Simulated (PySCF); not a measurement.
Compound: cinnamonitrile, C9H7N.
Numbering: `[N:1]#[C:2]/[CH:3]=[CH:4]/[c:5]1[cH:6][cH:7][cH:8][cH:9][cH:10]1` (hydrogens: H11 on C3; H12 on C4; H13 on C6; H14 on C7; H15 on C8; H16 on C9; H17 on C10)

The same species was optimised twice, with GFN2-xTB and with PBE0-D3(BJ)/def2-SVP (PySCF), and the same property calculations (PySCF, gas phase) were run on both structures.

```json
{"coordinate": "C2–C3 (Å)", "GFN2-xTB": "1.403", "PBE0-D3(BJ)/def2-SVP": "1.422", "change": "+0.019"}
{"coordinate": "N1≡C2 (Å)", "GFN2-xTB": "1.148", "PBE0-D3(BJ)/def2-SVP": "1.161", "change": "+0.013"}
{"coordinate": "C9–C10 (Å)", "GFN2-xTB": "1.381", "PBE0-D3(BJ)/def2-SVP": "1.392", "change": "+0.011"}
{"coordinate": "C7–C8 (Å)", "GFN2-xTB": "1.386", "PBE0-D3(BJ)/def2-SVP": "1.397", "change": "+0.011"}
{"coordinate": "C4–C5 (Å)", "GFN2-xTB": "1.450", "PBE0-D3(BJ)/def2-SVP": "1.459", "change": "+0.009"}
{"coordinate": "C5–C6 (Å)", "GFN2-xTB": "1.398", "PBE0-D3(BJ)/def2-SVP": "1.406", "change": "+0.008"}
{"coordinate": "C6–C7 (Å)", "GFN2-xTB": "1.381", "PBE0-D3(BJ)/def2-SVP": "1.389", "change": "+0.008"}
{"coordinate": "C8–C9 (Å)", "GFN2-xTB": "1.386", "PBE0-D3(BJ)/def2-SVP": "1.393", "change": "+0.007"}
{"coordinate": "C3=C4 (Å)", "GFN2-xTB": "1.342", "PBE0-D3(BJ)/def2-SVP": "1.349", "change": "+0.007"}
{"coordinate": "C5–C10 (Å)", "GFN2-xTB": "1.398", "PBE0-D3(BJ)/def2-SVP": "1.404", "change": "+0.006"}
{"coordinate": "C2–C3–C4 (°)", "GFN2-xTB": "121.9", "PBE0-D3(BJ)/def2-SVP": "122.5", "change": "+0.6"}
{"coordinate": "C3–C4–C5 (°)", "GFN2-xTB": "126.5", "PBE0-D3(BJ)/def2-SVP": "126.7", "change": "+0.2"}
{"coordinate": "N1–C2–C3 (°)", "GFN2-xTB": "179.4", "PBE0-D3(BJ)/def2-SVP": "179.2", "change": "-0.2"}
{"coordinate": "C8–C9–C10 (°)", "GFN2-xTB": "120.0", "PBE0-D3(BJ)/def2-SVP": "119.9", "change": "-0.1"}
{"coordinate": "C5–C10–C9 (°)", "GFN2-xTB": "120.9", "PBE0-D3(BJ)/def2-SVP": "121.0", "change": "+0.1"}
{"coordinate": "C6–C7–C8 (°)", "GFN2-xTB": "120.4", "PBE0-D3(BJ)/def2-SVP": "120.3", "change": "-0.1"}
{"coordinate": "C5–C6–C7 (°)", "GFN2-xTB": "120.6", "PBE0-D3(BJ)/def2-SVP": "120.7", "change": "+0.1"}
{"coordinate": "C4–C5–C6 (°)", "GFN2-xTB": "123.2", "PBE0-D3(BJ)/def2-SVP": "123.2", "change": "0.0"}
{"coordinate": "C3–C4–C5–C6 (°)", "GFN2-xTB": "0", "PBE0-D3(BJ)/def2-SVP": "1", "change": "+1"}
```

Rotational constants: A = 5178, B = 616.6, C = 551.0 MHz (GFN2-xTB) against A = 5119, B = 605.9, C = 541.7 MHz (PBE0-D3(BJ)/def2-SVP). Point groups within 0.08 Å: Cs and Cs.

On the GFN2-xTB structure: HOMO (eV) -7.18 [PBE0/pcSseg-1]; LUMO (eV) -2.25 [PBE0/pcSseg-1]; dipole (D) 5.36 [PBE0/pcSseg-1]; GIAO shielding of N1 (ppm) -55.3 [PBE0/pcSseg-1]; GIAO shielding of C2 (ppm) 63.2 [PBE0/pcSseg-1]; GIAO shielding of C3 (ppm) 86.3 [PBE0/pcSseg-1]; GIAO shielding of C4 (ppm) 27.8 [PBE0/pcSseg-1]; GIAO shielding of C5 (ppm) 48.1 [PBE0/pcSseg-1]; GIAO shielding of C6/C10 (mean) (ppm) 53.3 [PBE0/pcSseg-1]; GIAO shielding of C7/C9 (mean) (ppm) 52.0 [PBE0/pcSseg-1]; GIAO shielding of C8 (ppm) 49.2 [PBE0/pcSseg-1].

Problem. What do these properties become on the PBE0-D3(BJ)/def2-SVP structure?

Solution. 
| property | level | on GFN2-xTB | on PBE0-D3(BJ)/def2-SVP | change |
| --- | --- | --- | --- | --- |
| HOMO (eV) | PBE0/pcSseg-1 | -7.18 | -7.18 | 0.00 |
| LUMO (eV) | PBE0/pcSseg-1 | -2.25 | -2.28 | -0.03 |
| dipole (D) | PBE0/pcSseg-1 | 5.36 | 5.40 | +0.04 |
| energy, GFN2-xTB geometry as zero (kcal/mol) | PBE0/pcSseg-1 | 0.0 | -0.3 | -0.3 |
| GIAO shielding of N1 (ppm) | PBE0/pcSseg-1 | -55.3 | -61.6 | -6.3 |
| GIAO shielding of C2 (ppm) | PBE0/pcSseg-1 | 63.2 | 61.1 | -2.1 |
| GIAO shielding of C3 (ppm) | PBE0/pcSseg-1 | 86.3 | 83.1 | -3.2 |
| GIAO shielding of C4 (ppm) | PBE0/pcSseg-1 | 27.8 | 26.4 | -1.4 |
| GIAO shielding of C5 (ppm) | PBE0/pcSseg-1 | 48.1 | 46.4 | -1.7 |
| GIAO shielding of C6/C10 (mean) (ppm) | PBE0/pcSseg-1 | 53.3 | 51.2 | -2.1 |
| GIAO shielding of C7/C9 (mean) (ppm) | PBE0/pcSseg-1 | 52.0 | 49.7 | -2.3 |
| GIAO shielding of C8 (ppm) | PBE0/pcSseg-1 | 49.2 | 46.8 | -2.4 |

The heavy atoms differ by 0.023 Å rms after alignment. Among bonds between heavy atoms C2–C3 changes most (+0.019 Å). Changes are differences of the printed values. Neither structure is proved a minimum here.

The values belong to the conformer `[N:1]#[C:2]/[CH:3]=[CH:4]/[c:5]1[cH:6][cH:7][cH:8][cH:9][cH:10]1`: C3–C4–C5–C6 1°.
